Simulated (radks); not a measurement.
Q: The germanium anion Ge4-, [Kr], held by a Watson sphere: a shell of charge +3.05 at radius R that stands for the Madelung well of a crystal (potential energy -3.05/R inside, -3.05/r outside, in hartree with lengths in bohr). Method: scalar-relativistic Kohn-Sham, LB94 model potential, spin-polarised, spherical densities, finite nucleus; Fermi nuclear charge, rms radius of each element as measured or else 0.836 A^(1/3) + 0.57 fm; computed with a radial shooting solver on a logarithmic mesh with Libxc functionals. Response by self-consistent Sternheimer equations with the Hartree and adiabatic LDA kernel, the relativistic mass of each level held fixed and spin-orbit coupling left out. The sphere does not respond.

R (bohr)  e(3d) (eV)  e(4s) (eV)  e(4p) (eV)  <r> 4p (bohr)  sum of <r^2> (bohr^2)  X-ray form factor at sin(theta)/lambda = 0.2 1/angstrom  alpha (bohr^3)
2.2          -30.331     -11.846      -3.792          2.764                  75.57                                                   25.833           72.79
2.54         -29.600     -10.960      -3.444          2.945                  83.74                                                   25.662           93.58
2.78         -29.351     -10.441      -3.193          3.077                  89.98                                                   25.584           112.7
3.49         -29.087      -9.350      -2.508          3.477                  110.4                                                   25.509           197.1
3.69         -29.059      -9.142      -2.339          3.591                  116.8                                                   25.514           230.4

Estimate the row for R = 3.45 bohr.

A: e(3d) (eV) -29.094; e(4s) (eV) -9.397; e(4p) (eV) -2.543; <r> 4p (bohr) 3.454; sum of <r^2> (bohr^2) 109.2; X-ray form factor at sin(theta)/lambda = 0.2 1/angstrom 25.509; alpha (bohr^3) 191.0.
